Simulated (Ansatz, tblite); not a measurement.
Spin states of the cluster NaI₂, each relaxed with B3LYP-D4/def2-TZVP in Ansatz. Electronic energies in the gas phase.

In the def2 sets I takes a core potential, while STO-3G treats all electrons; there is no spin–orbit coupling. The xTB rows come from tblite. LC-ωPBE has ω = 0.4 bohr⁻¹. HSE06 is defined as in plane-wave codes, on full-range PBE exchange. Correlated methods freeze 9 core orbitals; core or outer-core shells of Na, I are correlated, in sets that lack core-valence functions. In CCSD on the charge 0 quartet the largest single amplitude is 0.22, so its Hartree–Fock determinant may place the open shell otherwise than the density functionals do. HOMO above LUMO, or a gap near zero within one spin, warns that the state may not be the lowest or that an electron is smeared out. In the quartet, I2 and I3 lie 3.07 Å apart (atoms count from 1), so these atoms are partly bonded to each other. The structure comes from a short search, and lower isomers may exist.

Doublet geometry (C2v within 0.1 Å):

```xyz
3

Na    0.0461   -1.5531    0.1940
I    -1.2712    0.5985   -1.2215
I     1.2251    0.9546    1.0274
```

Quartet geometry (C2v within 0.1 Å):

```xyz
3

Na    1.5609   -2.0085    0.0205
I    -1.9814    0.0729    0.2042
I     0.4205    1.9356   -0.2247
```

⟨S²⟩: doublet 0.75 at PBE0-D4/def2-TZVP (pure 0.75), quartet 3.76 at PBE0-D4/def2-TZVP (pure 3.75).

Only these spin states were relaxed. The quartet has other bonds than the doublet, so the gap mixes isomer and spin.

```csv
level,quartet − doublet (kcal/mol),lowest of these,remarks
GFN1-xTB,136.8,doublet,–
HF/STO-3G,206.7,doublet,HOMO above zero (quartet)
HF/def2-TZVPP,75.9,doublet,–
HSE06-D4/def2-TZVP,83.8,doublet,–
RPA@PBE/def2-TZVP,77.5,doublet,–
CCSD/def2-TZVPP,90.0,doublet,–
```

Estimate the rows for PBE-D4/def2-TZVP, r2SCAN-D4/def2-TZVP, PBE0-D4/def2-TZVP, LC-ωPBE/def2-TZVP, MP2/def2-TZVP, CCSD(T)/def2-TZVPP.


```tsv
level	quartet − doublet (kcal/mol)	lowest of these	remarks
PBE-D4/def2-TZVP	77.8	doublet	gap within one spin near zero (quartet)
r2SCAN-D4/def2-TZVP	85.9	doublet	–
PBE0-D4/def2-TZVP	84.1	doublet	–
LC-ωPBE/def2-TZVP	92.9	doublet	–
MP2/def2-TZVP	95.6	doublet	–
CCSD(T)/def2-TZVPP	90.0	doublet	–
```

The xTB methods have no spin-polarisation term.
